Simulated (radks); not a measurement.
Radial electron density D(r) = 4 pi r^2 rho(r) of an atom or ion with 33 electrons. Calculated with a radial shooting solver on a logarithmic mesh with Libxc functionals: non-relativistic Kohn-Sham, PBE, spin-polarised, spherical densities, point nucleus.

```
   r/bohr * D(r) (the largest magnitude, 94.9, reaches the edge; | marks zero)
 0.001624 | *
 0.002081 |  *
 0.002645 |    *
 0.003389 |      *
 0.004343 |          *
 0.005521 |               *
 0.007075 |                    *
 0.008995 |                           *
  0.01153 |                                 *
  0.01465 |                                      *
  0.01878 |                                         *
  0.02387 |                                        *
  0.03059 |                                     *
  0.03889 |                                    *
  0.04983 |                                         *
  0.06335 |                                                 *
  0.08118 |                                                      *
    0.104 |                                                 *
   0.1322 |                                        *
   0.1695 |                                       *
   0.2154 |                                             *
   0.2761 |                                        *
   0.3509 |                       *
   0.4497 |           *
   0.5717 |       *
   0.7326 |    *
   0.9314 | *
    1.193 *
    1.517 *
```

What is the nuclear charge?

Answer. Z = 57. The innermost maximum, from 1s, lies near 1/Z = 0.0175 bohr (found: 0.0194), and its height grows with Z. The density is that of the lanthanum ion La24+ in [Ar] 3d10 4s2 4p3; the configuration itself is not fixed sharply by these data, and Z only to a few units. D(r) has 3 maxima, at r = 0.0194, 0.0812, 0.228 bohr, and minima at 0.0362, 0.152 bohr, inside which lie 2.00, 11.26 electrons.
